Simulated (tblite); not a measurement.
Compound: C7H11OPS.
Geometry (GFN2-xTB, Å), atoms numbered from 1 in this order:
```xyz
21
C7H11OPS angstrom
C      1.3509    2.8007    0.4821
C      0.8837    1.6947    0.3980
P      0.2870    0.0318    0.5153
S      0.1730   -0.6475    2.3297
C      1.5537   -0.8757   -0.5574
C      2.8771   -1.0131    0.1124
O      1.2390   -1.3207   -1.6246
C     -1.2689    0.0371   -0.5002
C     -1.8327   -1.3775   -0.5046
C     -2.2331    1.0388    0.1222
H      1.7376    3.7785    0.5056
H      3.1808   -0.0454    0.5137
H      3.6273   -1.4076   -0.5689
H      2.7558   -1.6918    0.9586
H     -0.9938    0.3425   -1.5161
H     -2.7797   -1.4049   -1.0402
H     -1.1413   -2.0662   -0.9884
H     -2.0026   -1.7137    0.5186
H     -1.8062    2.0419    0.1204
H     -3.1704    1.0570   -0.4308
H     -2.4463    0.7581    1.1541
```

Method: GFN2-xTB as coded in tblite; computed harmonic values from a numerical Hessian at the method's own geometry, unscaled. The method is semi-empirical: single wavenumbers can be off by several per cent or more. One conformer, not necessarily the lowest.

Harmonic wavenumbers (cm⁻¹): 28.8, 58.0, 83.8, 88.4, 95.4, 117.3, 127.7, 138.1, 200.4, 217.2, 229.0, 262.9, 294.1, 310.1, 347.9, 394.6, 443.1, 483.2, 558.1, 636.9, 652.7, 671.1, 692.1, 772.5, 922.2, 933.1, 938.9, 974.8, 981.2, 1022.4, 1102.8, 1128.0, 1165.2, 1223.5, 1271.6, 1350.9, 1404.2, 1416.0, 1422.7, 1425.3, 1479.2, 1482.9, 1490.9, 1492.0, 1770.5, 2179.9, 2912.2, 2989.6, 3002.5, 3005.9, 3009.4, 3011.1, 3021.8, 3026.0, 3028.3, 3040.7, 3362.1.

A = 1041, B = 884.9, C = 785.3 MHz; mass 174.027 u (most abundant isotopes); point group C1, symmetry number 1.

Q: Zero-point energy?

A: Half the sum of the wavenumbers: 34946 cm⁻¹ = 418.04 kJ/mol.

Q: Give the ideal-gas entropy at 500 K and 1 bar in the rigid-rotor, harmonic-oscillator model (classical rotation).

A: Translation 183.95, rotation 133.95, vibration 308.84: S = 626.7 J/(mol K).

Q: And Cp and H(500 K) − H(0)?

A: Cp = 282.41 J/(mol K), of which vibrations give 249.15 (their classical limit is 57 R = 473.9); H(500 K) − H(0) = 89.52 kJ/mol without the zero-point energy, 72.89 from vibrations.

Q: How do the functions run with temperature in this model?

A: 
| T (K) | S (J/(mol K)) | Cp (J/(mol K)) | H − H(0) (kJ/mol) | G − H(0) (kJ/mol) | ln q(vib) |
| --- | --- | --- | --- | --- | --- |
| 150 | 382.6 | 141.1 | 13.60 | -43.79 | 5.69 |
| 250 | 465.8 | 187.5 | 30.08 | -86.36 | 10.08 |
| 298.15 | 500.6 | 208.2 | 39.61 | -109.63 | 12.06 |
| 400 | 567.5 | 248.6 | 62.92 | -164.09 | 16.00 |
| 600 | 680.8 | 310.7 | 119.22 | -289.27 | 23.02 |
| 900 | 819.4 | 372.4 | 222.41 | -515.08 | 32.25 |

q(vib) and H(0) count from the zero-point level.

Q: Blend soft modes into free rotors: weight 1/[1 + (100 cm⁻¹/ν̃)⁴] for the oscillator and the rest for a rotor with moment μB/(μ + B), μ = h/(8π²ν), B = 10⁻⁴⁴ kg m². What vibrational entropy results?

A: 280.34 J/(mol K) in place of 308.84, which changes −T·S at 500 K by +14.25 kJ/mol.

Hindered rotation and anharmonicity are outside this model. Other conformers, if any are populated, would add a mixing term that is left out. The structure is chiral; the term R ln 2 for an equal mix with its mirror image is left out.

Hardware: an Arm Neoverse V1 with one thread (shared host). Cost: 1.1 s wall. This covers the Hessian and the dipole derivatives.
